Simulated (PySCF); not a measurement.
Sn(H)2(Me)2 (C₂H₈Sn), SMILES [SnH2]([CH3])[CH3]. Coordinates come from a PBE-D3(BJ)/def2-SVP optimisation. The structure was generated by enumeration; whether it is a known compound was not checked. The def2 effective core potentials stand for the cores of Sn; spin–orbit coupling is left out.

Q: Give the equilibrium geometry at PBE-D3(BJ)/def2-SVP (PySCF confirms it by a frequency run) as bond lengths and angles, and its point group. (Estimate from the structure and the level; the computed values follow.)

A: point group C2v.
Atoms: Sn1 C2 C3 H4 H5 H6 H7 H8 H9 H10 H11. Bond lengths (Å): Sn1–C2 2.173, Sn1–C3 2.173, Sn1–H4 1.736, Sn1–H5 1.736, C2–H6 1.107, C2–H7 1.107, C2–H8 1.107, C3–H9 1.107, C3–H10 1.107, C3–H11 1.107. Bond angles (°): C2–Sn1–C3 109.9, C2–Sn1–H4 109.6, C2–Sn1–H5 109.6, C3–Sn1–H4 109.6, C3–Sn1–H5 109.6, H4–Sn1–H5 108.5, Sn1–C2–H6 109.8, Sn1–C2–H7 110.2, Sn1–C2–H8 109.8, H6–C2–H7 109.0, H6–C2–H8 109.0, H7–C2–H8 109.0, Sn1–C3–H9 110.2, Sn1–C3–H10 109.8, Sn1–C3–H11 109.8, H9–C3–H10 109.0, H9–C3–H11 109.0, H10–C3–H11 109.0.
